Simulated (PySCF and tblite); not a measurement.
Results of a calculation; reference values are marked as such.
C₁₀H₁₆, numbered as in [CH3:1]/[C:2]1=[CH:3]/[CH2:4][CH2:5]/[CH:6]=[CH:7]\[C@@H:8]([CH3:9])[CH2:10]1.

Search: ETKDG, MMFF94s, GFN2-xTB, 60 starts; geometries at GFN2-xTB. Free energies are PBE0-D3(BJ)/pcSseg-1 single points with GFN2-xTB rigid-rotor and vibrational terms (modes under about 100 cm⁻¹ blended into free rotors). Symmetry numbers and mirror images are counted. Conformers within 3 kcal/mol (GFN2-xTB free energy) were kept, 7 at most. Run with PySCF (density fitting) and tblite.

Rotational constants are equilibrium values for the commonest isotopes; dipoles come from the energy level named.

The 8-ring runs over atoms 2–3–4–5–6–7–8–10.

| conformer | shape | symmetry | weight % |
| --- | --- | --- | --- |
| 1 | 8-ring puckered (ring torsions 40, 40, -87, -2, 39, 43, -90, -1°) | C1 | 68.6 |
| 2 | 8-ring puckered (ring torsions -89, 36, 44, 0, -88, 32, 48, -2°) | C1 | 23.4 |
| 3 | 8-ring puckered (ring torsions 74, -102, 73, 0, -74, 105, -76, 0°) | C1 | 6.4 |
| 4 | 8-ring puckered (ring torsions -47, -33, 90, 2, -54, -28, 87, -1°) | C1 | 1.7 |

Sets of constants, in random order:

```json
{"set": "P", "A (MHz)": "1480", "B (MHz)": "1373", "C (MHz)": "896", "abs μa (D)": "0.13", "abs μb (D)": "0.05", "abs μc (D)": "0.21"}
{"set": "Q", "A (MHz)": "1568", "B (MHz)": "1365", "C (MHz)": "908", "abs μa (D)": "0.15", "abs μb (D)": "0.18", "abs μc (D)": "0.18"}
{"set": "R", "A (MHz)": "1484", "B (MHz)": "1403", "C (MHz)": "792", "abs μa (D)": "0.15", "abs μb (D)": "0.19", "abs μc (D)": "0.07"}
{"set": "S", "A (MHz)": "1706", "B (MHz)": "1325", "C (MHz)": "906", "abs μa (D)": "0.09", "abs μb (D)": "0.01", "abs μc (D)": "0.27"}
```

Problem. Match each set to its conformer.

Solution. P is conformer 2, Q is conformer 1, R is conformer 3, S is conformer 4.
